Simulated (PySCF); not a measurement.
**Co²²⁺ (cobalt, charge +22) across methods**

[He] 2s2 2p1, 2P determinant. Computed with PySCF 2.14 in an even-tempered Gaussian basis (19 s from 4.6 bohr⁻², ratio 2.2; 11 p from 6 bohr⁻², ratio 2.2; 6 d from 26 bohr⁻², ratio 2.4; 5 f from 39 bohr⁻², ratio 2.4; 4 g from 58 bohr⁻², ratio 2.4), with the spin-free X2C one-electron Hamiltonian (Gaussian nucleus).

```
   method  E (hartree)  mean ε 2s α (eV)  mean ε 2s β (eV)  mean ε 2p α (eV)  Σ⟨r²⟩ (bohr²)   ⟨S²⟩
      UHF   -950.04100           -2023.4           -2002.3           -1952.8         0.1867  0.750
     PW91     -950.175           -1976.9           -1965.9           -1900.2         0.1867  0.750
      LDA     -947.705           -1973.6           -1962.2           -1895.7         0.1870  0.750
      PBE     -950.041           -1976.4           -1965.5           -1899.5         0.1867  0.750
BHandHLYP     -950.259           -2000.8           -1984.6           -1927.3         0.1867  0.750
     PBE0     -950.075           -1988.4           -1975.1           -1913.0         0.1867  0.750
   r2SCAN     -950.139           -1980.5           -1967.6           -1905.5         0.1867  0.750
```
